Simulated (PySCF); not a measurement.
Vertical excitations of a molecule C8H5FOS from TDA-PBE/def2-SVP run with PySCF 2.14.0, as energy in eV (oscillator strength): 4.20 (0.484), 4.71 (0.000), 4.91 (0.137), 5.03 (0.111), 5.38 (0.069), 5.98 (0.000), 6.07 (0.052), 6.12 (0.014), 6.24 (0.000), 6.37 (0.001). Lowest triplet (TDA): 2.66 eV. Geometry: B3LYP-D3(BJ)/def2-SVP. One conformer was computed; it need not be the lowest.

Task: Which structure fits?
A) Oc1cccc2sc(F)cc12
B) Fc1ccsc1-c1ccco1
C) Fc1cc2cc(S)ccc2o1
D) Oc1ccc(F)c2ccsc12

Result: B, Fc1ccsc1-c1ccco1
